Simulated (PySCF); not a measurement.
**Polarisability and C₆ of Se²⁺ (selenium, charge +2)**

[Ar] 3d10 4s2 4p2, high-spin 3P determinant. Calculation: PySCF 2.14, in x2c-QZVPPall with one added diffuse shell each of s, p, d, f type (12s9p6d5f1g, 113 functions); scalar relativity by spin-free X2C-1e. Coupled (time-dependent) response in atomic units; α is the mean over directions.

```json
{"method": "UHF", "mean α (bohr³)": "9.585", "α xx, yy, zz": "9.642, 9.556, 9.556", "C₆ (like pair)": "45.45", "S(−4)": "25.90"}
{"method": "PBE", "mean α (bohr³)": "9.259", "α xx, yy, zz": "9.139, 9.319, 9.319", "C₆ (like pair)": "43.53", "S(−4)": "23.33"}
{"method": "PBE0", "mean α (bohr³)": "9.288", "α xx, yy, zz": "9.237, 9.313, 9.313", "C₆ (like pair)": "43.70", "S(−4)": "23.49"}
```

S(−4) is the Cauchy moment in α(ω) = α(0) + S(−4) ω² + …

Spin-orbit coupling is absent.

α(iu) at PBE:

```json
{"u (hartree)": "0", "α(iu) (bohr³)": "9.259"}
{"u (hartree)": "0.0500", "α(iu) (bohr³)": "9.201"}
{"u (hartree)": "0.100", "α(iu) (bohr³)": "9.032"}
{"u (hartree)": "0.200", "α(iu) (bohr³)": "8.419"}
{"u (hartree)": "0.300", "α(iu) (bohr³)": "7.577"}
{"u (hartree)": "0.500", "α(iu) (bohr³)": "5.792"}
{"u (hartree)": "0.750", "α(iu) (bohr³)": "4.049"}
{"u (hartree)": "1.00", "α(iu) (bohr³)": "2.918"}
{"u (hartree)": "1.50", "α(iu) (bohr³)": "1.721"}
{"u (hartree)": "2.00", "α(iu) (bohr³)": "1.162"}
{"u (hartree)": "3.00", "α(iu) (bohr³)": "0.6711"}
{"u (hartree)": "5.00", "α(iu) (bohr³)": "0.3414"}
```

For an ion, C₆ is the dispersion term alone; charge-induced terms of lower order in 1/R come first.

The components differ because the open shell of this determinant is not spherical; for a pure term their mean is the scalar polarisability.
